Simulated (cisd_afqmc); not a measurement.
Input (X2C-AFQMC/CISD/cc-pwCVTZ-DK; cisd_afqmc is a phaseless AFQMC code with CISD trial states that reads the integrals written by Ansatz): The .json basis holds the Basis Set Exchange's core-valence set for the 3d metal and cc-pVXZ-DK of the same size for its partners.

Ansatz 0.2 input:
```python
import cisd_afqmc

open("ham.yaml", "w").write("""\
crystal:
  periodic: [false, false, false]
  atoms:
    - {symbol: Zn, position_ang: [0.00000000, 0.00000000, 0.00000000]}
basis:
  gaussian:
    orbitals: cc-pwCVTZ-DK.json
magnetization: {spin_polarized: true, initial_magnetization: 2}
correlation: {method: ccsd, frozen_orbitals: {Zn: 5}, hamiltonian_folder: ham}
scf: {lower_state_search: full}
""")
rep = cisd_afqmc.ansatz("ham.yaml")
e_ccsd = rep["correlation"]["coupled_cluster"]["energy"]["hartree"]
out = cisd_afqmc.run("ham", e_ccsd, trial="CISD", walkers=100, populations=8, threads=8, dt=0.005, steps=40, early=36, settle=10, least=32,
    cut=5e-5, rank_cut=2e-4, target=0.0003, seconds=3000, seed=4, memory=17280, gpu=False)
```

Output:

```
orbitals 97, occupied [11, 9], factors 547 of 633, rank of the doubles 955 of 1738
E(HF) = -1794.175080
E(CCSD) on the cut factors = -1795.041307, shift to the whole factors 0.000009
Energy of the trial state on the determinant = -1795.041282
  tau behind 10.8 of longer steps, mean of the populations' last blocks
   2.0  -1795.05999
   4.0  -1795.06012
   6.0  -1795.05596
   8.0  -1795.05698
  10.0  -1795.06030
  12.0  -1795.05845
  14.0  -1795.05901
  16.0  -1795.05776
  18.0  -1795.05877
  20.0  -1795.05743
  22.0  -1795.05997
  24.0  -1795.05847
  26.0  -1795.06029
  28.0  -1795.05819
  30.0  -1795.05927
  32.0  -1795.05957
blocks 1251 (0 outliers left out), error by blocks joined: 1: 0.00027, 2: 0.00029, 4: 0.00030, 8: 0.00030, 16: 0.00029
E(AFQMC/CISD) = -1795.05875 +/- 0.00030
```

This triplet is an excited state, 4.1 eV above the singlet at CCSD(T)/aug-cc-pwCVQZ-DK (Ansatz).
